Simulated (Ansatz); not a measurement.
# A geometry optimisation of FH6PSi2 with PBE-D3(BJ)/def2-SVP

The starting geometry of this gas-phase singlet was optimised with GFN2-xTB; its bonds are those of `F[SiH2][SiH2]P`.

```csv
atom,x (Å),y (Å),z (Å)
F,-2.2263,3.7386,1.3656
P,1.6430,2.2440,0.7814
Si,-2.1209,2.1647,1.7120
Si,-0.3649,1.2890,0.4726
H,-3.4531,1.6708,1.3806
H,-1.9404,2.1781,3.1624
H,-0.1670,-0.1282,0.8105
H,-0.5852,1.3583,-0.9801
H,1.1938,3.5438,0.6220
H,1.5410,2.3240,2.1606
```

Where would you expect an optimisation with PBE-D3(BJ)/def2-SVP to take it?

It keeps its bonds, and is `F[SiH2][SiH2]P`.

The energy falls by 0.26 eV over 13 steps:

```csv
step,E − E(last) (eV)
1,0.263
2,0.039
4,0.008
5,0.006
6,0.005
8,0.001
9,0.000
10,0.000
12,0.000
13,0.000
```

Final geometry (Å):

```xyz
10

F    -1.9415    3.8411    1.3729
P     1.5968    2.3745    0.7644
Si   -2.0651    2.2237    1.6789
Si   -0.3431    1.2058    0.4479
H    -3.4570    1.7892    1.3073
H    -1.8540    2.0097    3.1542
H    -0.1330   -0.2205    0.8857
H    -0.6578    1.2128   -1.0245
H     0.8986    3.6352    0.6997
H     1.4761    2.3116    2.2011
```

Frequencies at the end are all real (lowest 54 cm⁻¹). Run with Ansatz 0.2.0, 19 s on 2 threads of Intel(R) Xeon(R) Platinum 8259CL CPU @ 2.50GHz (Skylake/Cascade Lake), on a shared host.
